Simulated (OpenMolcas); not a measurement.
OpenMolcas run: Ce3+

Ce3+ with its 8 nearest fluoride ions at 2.473 Å, on the Sr site of SrF2 (a = 5.796 Å, distance in the model lattice 2.510 Å). The rest of the host is ab initio model potentials to 7.6 Å and point charges beyond; the distance is set by hand and nothing relaxes, and no local charge compensation is placed. Ligand basis ANO-RCC-VDZP.

Input, with the lattice sites abridged:

```
&GATEWAY
Basis set
Ce.ANO-RCC-VDZP.
Ce1 0.0 0.0 0.0 Angstrom
End of basis
Basis set
F.ANO-RCC-VDZP.
L1 1.427787 1.427787 1.427787 Angstrom
L2 1.427787 1.427787 -1.427787 Angstrom
L3 1.427787 -1.427787 1.427787 Angstrom
L4 1.427787 -1.427787 -1.427787 Angstrom
End of basis
Basis set
Sr.EMB-AIMP.Pascual.0s.0s.ECP.SrF2.
PseudoCharge
* 21 symmetry-unique lattice sites within 7.6 angstrom
End of basis
Basis set
F.EMB-AIMP.Pascual.0s.0s.ECP.SrF2.
PseudoCharge
* 40 symmetry-unique lattice sites within 7.6 angstrom
End of basis
Symmetry
XYZ
AngMom=0.0 0.0 0.0
AMFI
RICD
XField
1348 Angstrom 0
* Evjen-weighted lattice charges
&SEWARD
&RASSCF
FileOrb=start.orb
Symmetry=2
Spin=2
nActEl=1 0 0
Inactive=35 32
Ras2=0 7
CIRoot=7 7 1
SDav=7
CIMx=300
Iter=150 100
PrWF=0.3
OrbListing=Nothing
MaxOrb=0
LevShft=1.0
>>> COPY $Project.JobIph JOB001
&RASSI
NrOfJobIphs=1 7
1 2 3 4 5 6 7
IphNames
JOB001
EJob
SpinOrbit
DIPRint=1.0
SOCoupling=1000.0
Subsets=2
Property=9
'ANGMOM' 1 'ANGMOM' 2 'ANGMOM' 3 'MLTPL  1' 1 'MLTPL  1' 2 'MLTPL  1' 3
'AMFI' 1 'AMFI' 2 'AMFI' 3
SOProperty=3
'ANGMOM' 1 'ANGMOM' 2 'ANGMOM' 3
```

Launched by
```bash
OMP_NUM_THREADS=1 MOLCAS_MEM=2457 MOLCAS_PROJECT=a pymolcas a.inp > a.log  # once for each step of the input, in one work folder
```

A driver script runs the steps one by one and writes start.orb anew before each from the orbitals found so far.

Output, cut to the results:

```
--- SEWARD ---
Basis set label: CE.ANO-RCC...7S6P4D2F1G.

      Electronic valence basis set:
      ------------------
      Associated Effective Charge  58.000000 au
      Associated Actual Charge     58.000000 au
      Nuclear Model: Point charge

      Shell  nPrim  nBasis  Cartesian Spherical Contaminant
         s      25       7        X
         p      22       6        X
         d      15       4                 X
         f      11       2                 X
         g       4       1                 X
                  Relativistic Douglas-Kroll-Hess integrals:
                    - DKH order of Hamiltonian: 2
                    - DKH order of Properties : 0
                  Atomic mean-field integrals
--- RASSCF ---
Wave function specifications:
      -----------------------------

      Number of closed shell electrons         134
      Number of electrons in active shells       1
      Max number of holes in RAS1 space          0
      Max nr of electrons in RAS3 space          0
      Number of inactive orbitals               67
      Number of active orbitals                  7
      Number of secondary orbitals             106
      Spin quantum number                      0.5
      State symmetry                             2
Orbital specifications:
      -----------------------

      Symmetry species                           1   2
                                                ag  au
      Frozen orbitals                            0   0
      Inactive orbitals                         35  32
      Active orbitals                            0   7
      RAS1 orbitals                              0   0
      RAS2 orbitals                              0   7
      RAS3 orbitals                              0   0
      Secondary orbitals                        57  49
      Deleted orbitals                           0   0
      Number of basis functions                 92  88
      Number of CSFs                             7
      Number of root(s) required                 7
      Iter CI   SX   CI       RASSCF       Energy    max ROT     max BLB   max BLB  Level Ln srch  Step   QN
          iter iter root      energy       change     param      element    value   shift minimum  type update
 Nr of preliminary CI iterations:   1
      Total energies have been shifted. Add                -9000.00 au
        1   1    9    0  -651.13627785    0.00E+00  -5.05E-02   14  53 2 -3.07E-01*  0.65   0.00    SX    NO
        2   1    9    0  -651.88796393   -7.52E-01* -1.49E-02   30  36 1 -4.89E-02*  0.76   0.00    SX    NO
        3   1    8    0  -651.94418485   -5.62E-02* -7.16E-03   30  36 1 -2.41E-02*  0.81   0.00    SX    NO
        4   1    8    0  -651.95847677   -1.43E-02*  4.02E-03   30  36 1 -1.37E-02*  0.82   0.00    SX    NO
        5   1    8    0  -651.96298055   -4.50E-03*  4.94E-03   30  36 1 -7.59E-03*  0.83   2.32    LS   YES
        6   1    8    0  -651.96515004   -2.17E-03*  8.93E-04   12  49 2 -4.00E-03*  0.84   1.08    QN   YES
        7   1    7    0  -651.96528803   -1.38E-04*  5.83E-04   10  47 2 -1.71E-03*  0.84   1.66    LS   YES
        8   1    7    0  -651.96531376   -2.57E-05* -4.01E-04   14  53 2 -9.77E-04*  0.84   1.01    QN   YES
        9   1    7    0  -651.96533134   -1.76E-05* -1.78E-04   11  51 2 -3.99E-04*  0.84   1.44    LS   YES
       10   1    6    0  -651.96533317   -1.84E-06*  1.09E-04   32  84 1  5.06E-04*  0.84   1.00    QN   YES
       11   1    6    0  -651.96533558   -2.41E-06*  8.71E-05   11  48 2  2.16E-04*  0.84   1.80    LS   YES
       12   1    6    0  -651.96533617   -5.91E-07* -3.18E-05    8  51 2  1.76E-04*  0.84   1.00    QN   YES
       13   1    5    0  -651.96533634   -1.68E-07* -3.65E-05   20  38 1  4.17E-05   0.84   1.34    QN   YES
       14   1    5    0  -651.96533637   -3.00E-08*  9.39E-06   20  38 1  1.63E-05   0.84   1.23    QN   YES
       15   1    4    0  -651.96533638   -3.48E-09   3.77E-06    8  51 2 -6.72E-06   0.84   1.47    QN   YES
      Convergence after 15 iterations
       16   1    4    0  -651.96533638   -6.93E-10   3.77E-06   12  49 2 -2.47E-06   0.84   1.47    QN   YES
      Natural orbitals and occupation numbers for root  1
      sym 2:   1.000000   0.000000   0.000000  -0.000000  -0.000000  -0.000000   0.000000
      Natural orbitals and occupation numbers for root  2
      sym 2:  -0.000000  -0.000000  -0.000000  -0.000000  -0.000000   1.000000  -0.000000
      Natural orbitals and occupation numbers for root  3
...
--- RASSI ---
SPIN-FREE ENERGIES:
  (Shifted by EMIN (a.u.) =      -9651.9664353890)

 SF State       Relative EMIN(au)   Rel lowest level(eV)    D:o, cm**(-1)

     1             0.0000000000        0.0000000000              0.0000
     2             0.0000000000        0.0000000000              0.0000
     3             0.0000000000        0.0000000000              0.0000
     4             0.0001911887        0.0052025104             41.9611
     5             0.0001911887        0.0052025104             41.9611
     6             0.0001911887        0.0052025104             41.9611
     7             0.0071195186        0.1937319702           1562.5537
     Dipole printing threshold changed to   1.00000000E+00
Eigenvalues of complex Hamiltonian:
   -----------------------------------
  (Shifted by EMIN (a.u.) =      -9651.9664353890)

 SO State       Relative EMIN(au)   Rel lowest level(eV)    D:o, cm**(-1)

     1            -0.0060580159        0.0000000004              0.0000
     2            -0.0060580159        0.0000000000              0.0000
     3            -0.0060580159        0.0000000004              0.0000
     4            -0.0060580159        0.0000000000              0.0000
     5            -0.0041444964        0.0520695192            419.9690
     6            -0.0041444964        0.0520695192            419.9690
     7             0.0047218082        0.2933339574           2365.8979
     8             0.0047218082        0.2933339579           2365.8979
     9             0.0047218082        0.2933339574           2365.8979
    10             0.0047218082        0.2933339579           2365.8979
    11             0.0047962302        0.2953590833           2382.2317
    12             0.0047962302        0.2953590833           2382.2317
    13             0.0097137662        0.4291720547           3461.5061
    14             0.0097137662        0.4291720547           3461.5061
...
```

Spin-orbit levels above the lowest (labels of O, the rotations of Oh):

| E (cm-1) | Degeneracy | Label | 2S+1 | J | |mJ| (%) | g |
| --- | --- | --- | --- | --- | --- | --- |
| 0.0 | 4 | Γ8 | 2 | 2.51 | 1/2 (50) |  |
| 420.0 | 2 | Γ7 | 2 | 2.59 | 3/2 (79) | 1.41 1.41 1.41 |
| 2366 | 4 | Γ8 | 2 | 3.51 | 3/2 (38) |  |
| 2382 | 2 | Γ6 | 2 | 3.51 | 1/2 (58) | 2.65 2.65 2.65 |
| 3462 | 2 | Γ7 | 2 | 3.44 | 5/2 (71) | 3.41 3.41 3.41 |

No measured value stands beside these numbers; the geometry was set by hand and not optimised.

The RASSCF and RASSI steps took 23 s on 1 thread of Arm Neoverse V1, with other jobs on the host; the integral step is not counted.
